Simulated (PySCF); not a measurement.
Spectroscopy problems

Calculated, not measured (PySCF 2.14.0 with density-fitted response routines): geometry: GFN2-xTB, NMR shieldings at PBE0/pcSseg-1/GIAO. Gas phase, non-relativistic, equivalent nuclei averaged, one conformer.

δ = σ(ref) − σ, references computed at the same level: TMS for ¹H (31.72 ppm) and ¹³C (186.93 ppm). Splittings of carbon signals by F and P are missing where no couplings were computed. Where no couplings were computed, multiplicities follow the n + 1 count of equivalent neighbours, and m marks all less simple cases (inequivalent or close neighbours, rings, F or P nearby). Shifts are as computed. Against solution values, carbons near 30 ppm lie about +3 ppm off and those near 130 ppm about +5 ppm. Of 1211 compounds with measured shifts, 218 miss one by over three times the rms of a fit or turn the order of signals round; such compounds aren't used in these exercises.

(1) C$_{3}$H$_{10}$Si$_{3}$. ¹H NMR (400 MHz, computed): δ 4.68 (m, 1H), 3.54 (m, 3H), 3.40 (m, 1H), 3.29 (m, 1H), 2.00 (d, 1H), 0.47 (d, 3H). ¹³C{¹H} NMR (computed): δ 105.7, 88.7, -1.5. Identify the compound.

(2) C$_{5}$H$_{3}$F$_{3}$O$_{4}$. ¹H NMR (300 MHz, computed): δ 4.84 (m, 1H), 4.74 (m, 1H), 4.67 (m, 1H). ¹³C{¹H} NMR (computed): δ 156.8 (C), 155.4 (C), 130.0 (C), 77.5 (CH), 67.6 (CH2). What is it?

## Answers

(1) SMILES C#C[Si@@H](C)[SiH2][SiH3]. Rings plus π bonds: 2 (no ring in the answer). 3 carbon signals for 3 carbons: no two carbons are equivalent. Carbon types of the structure: 1 × C, 1 × CH, 1 × CH3, leaving 6 H on heteroatoms. δC 105.7: terminal alkyne carbon. δC 88.7: alkyne carbon; the triple bond shields along its axis, which puts it between sp3 and sp2 carbons. δC -1.5: methyl carbon bonded to Si; an electropositive neighbour leaves it electron-rich and shielded. δH 2.00: hydrogen on a terminal alkyne carbon; it lies on the axis of the triple bond, in its shielding cone.

This is the structure that produced the data.

(2) `O=C1OC[C@@H](C(F)(F)F)OC1=O`. The formula gives 3 degrees of unsaturation (1 ring in the answer). 5 carbon signals for 5 carbons: no two carbons are equivalent. Carbon types of the structure: 3 × C, 1 × CH, 1 × CH2, which accounts for all hydrogens. δC 156.8, 155.4: ester carbonyl carbon; it is a carbonyl in resonance with an O or N lone pair, the region of acids, esters and amides. δC 130.0: CF3 carbon; 3 electronegative neighbours deshield it. δC 77.5: sp3 CH bonded to O; pulled downfield by the heteroatom. δC 67.6: sp3 CH2 bonded to O; deshielded by the electronegative neighbour.

The shifts were computed for this structure.
